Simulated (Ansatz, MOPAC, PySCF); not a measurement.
AlH3 (SMILES [AlH3]) and H2S (SMILES S) are pulled apart as rigid monomers along the line of their centres of mass, from the B3LYP-D3(BJ)/def2-TZVP minimum. Starting geometry (charge 0, multiplicity 1):
```xyz
7

Al    -0.2520    -0.1264     0.4923
H     -1.0017    -1.4932     0.8004
H     -1.1170     1.1968     0.3387
H      1.1968    -0.1837    -0.1560
S      0.5777     0.4083     2.8718
H      1.0835    -0.8003     3.1740
H     -0.5693     0.1725     3.5329
```

Interaction energies with rigid monomers; basis-set methods are counterpoise corrected unless marked otherwise.

Rows in 6-31G* carry no dispersion term and start afresh at each structure (6-31G* with six Cartesian d functions). The state reached by PM3 isn't checked.

Programs: Ansatz (Gaussian basis) for Hartree–Fock, density functionals and correlated methods; MOPAC for PM3 (differences of heats of formation); PySCF for 6-31G* rows, the dispersion terms. Values without a source in brackets are computed.

```csv
Al1···S5 (Å),PM3 (kJ/mol),HF/aug-cc-pV(T+d)Z (kJ/mol),BP86/6-31G* (no counterpoise) (kJ/mol),B3LYP/6-31G* (no counterpoise) (kJ/mol),PBE0-D4/def2-TZVPPD (kJ/mol)
2.32,-145.8,-23.4,-47.2,-39.3,-60.6
2.58,-144.4,-43.5,-62.8,-56.3,-71.5
2.96,-59.6,(withheld),-51.5,(withheld),-55.9
3.61,-12.7,-19.0,-24.6,-23.4,-26.6
4.64,-1.0,-6.2,-6.6,-7.1,-7.8
```

Question: Some entries are withheld; supply them.

Answer: 
- 2.96, HF/aug-cc-pV(T+d)Z (kJ/mol): -37.7
- 2.96, B3LYP/6-31G* (no counterpoise) (kJ/mol): -47.1

Ansatz is a quantum-chemistry and plane-wave program.
